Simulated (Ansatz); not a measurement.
Start from `F[CH](F)[InH2]` and change one atom or group to get `COC(F)F`.

Ansatz, PBE0-D4/def2-TZVP geometries, multiplicity 1. Each molecule was computed in one conformer, which needn't be the lowest.

Elements past krypton have def2 core potentials.

```csv
property,`F[CH](F)[InH2]`
LUMO energy (ωB97M-V/def2-TZVPP) / eV,-0.58
LUMO energy (PBE0/def2-TZVPP) / eV,-2.08
HOMO energy (PBE/def2-TZVPP) / eV,-6.09
zero-point energy (PBE0-D4/def2-TZVP) / kJ/mol,86.1
HOMO energy (PBE0/def2-TZVPP) / eV,-7.43
LUMO energy (B3LYP/def2-TZVPP) / eV,-2.40
```

What does the change do to each property? (Best estimate.)

Computed: 
```tsv
property	`COC(F)F`	shift
LUMO energy (ωB97M-V/def2-TZVPP) / eV	2.83	3.41
LUMO energy (PBE0/def2-TZVPP) / eV	1.37	3.45
HOMO energy (PBE/def2-TZVPP) / eV	-7.24	-1.15
zero-point energy (PBE0-D4/def2-TZVP) / kJ/mol	172.5	86.4
HOMO energy (PBE0/def2-TZVPP) / eV	-8.93	-1.50
LUMO energy (B3LYP/def2-TZVPP) / eV	0.99	3.39
```

With PBE0 the HOMO falls by 1.50 eV and the LUMO rises by 3.45 eV, so the gap widens by about 4.95 eV. PBE moves the HOMO by -1.15 eV and ωB97M-V by -1.72 eV. The zero-point energy changes by 86.4 kJ/mol with +6 modes.

B3LYP here is the variant with VWN-RPA as its local correlation; programs differ in this.
